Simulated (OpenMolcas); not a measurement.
# Ionisation energies of chromium

```yaml
Program: OpenMolcas
Basis: ANO-RCC-VQZP [7s6p4d3f2g1h]
Scalar_Hamiltonian: DKH2, point nucleus
Spin-orbit_coupling: state interaction with AMFI integrals over the reference wave functions, term energies averaged over their components
```

Active shells in each charge state: the valence d shell, with orbitals averaged over the low states. Where CASPT2's correlated closed shells are named, they are those of the first ion.

A. CASSCF
B. SS-CASPT2, IPEA 0.25 Eh, imaginary shift 0.1 Eh (closed shells correlated: 3s 3p)
C. SS-CASPT2, IPEA 0.25 Eh, imaginary shift 0.1 Eh (closed shells correlated: 2s 2p 3s 3p)
D. SS-CASPT2, IPEA 0 Eh, imaginary shift 0.1 Eh (closed shells correlated: 3s 3p)
E. SS-CASPT2, IPEA 0.25 Eh, imaginary shift 0.1 Eh (closed shells correlated: none)

Energies in eV between the lowest computed levels, named as in B; reference values from the NIST Atomic Spectra Database with their kind.

```json
{"From": "Cr2+ 3d4 5D0", "To": "Cr3+ 3d3 4F 3/2", "A": "29.770", "B": "31.181", "C": "31.210", "D": "31.266", "E": "30.538", "Spin-orbit share in B": "-0.025", "Reference": "30.959 (measured)"}
{"From": "Cr3+ 3d3 4F 3/2", "To": "Cr4+ 3d2 3F2", "A": "48.063", "B": "49.172", "C": "49.213", "D": "49.238", "E": "48.492", "Spin-orbit share in B": "-0.009", "Reference": "49.160 (semi-empirical)"}
{"From": "Cr4+ 3d2 3F2", "To": "Cr5+ 3d 2D 3/2", "A": "68.572", "B": "69.489", "C": "69.541", "D": "69.548", "E": "68.735", "Spin-orbit share in B": "+0.013", "Reference": "69.460 (semi-empirical)"}
{"From": "Cr5+ 3d 2D 3/2", "To": "Cr6+ 3p6 1S0", "A": "89.542", "B": "90.429", "C": "90.477", "D": "90.485", "E": "89.542", "Spin-orbit share in B": "+0.068", "Reference": "90.635 (measured)"}
```

Error against the reference values, in %:

```
From       Reference     A     B     C     D     E
Cr2+        measured  -3.8  +0.7  +0.8  +1.0  -1.4
Cr3+  semi-empirical  -2.2     0  +0.1  +0.2  -1.4
Cr4+  semi-empirical  -1.3     0  +0.1  +0.1  -1.0
Cr5+        measured  -1.2  -0.2  -0.2  -0.2  -1.2
```

Mean absolute error over the 2 measured values: A 1.14 eV, B 0.21 eV, C 0.20 eV, D 0.23 eV, E 0.76 eV.

The lowest level within the active space need not be the ion's true ground level.
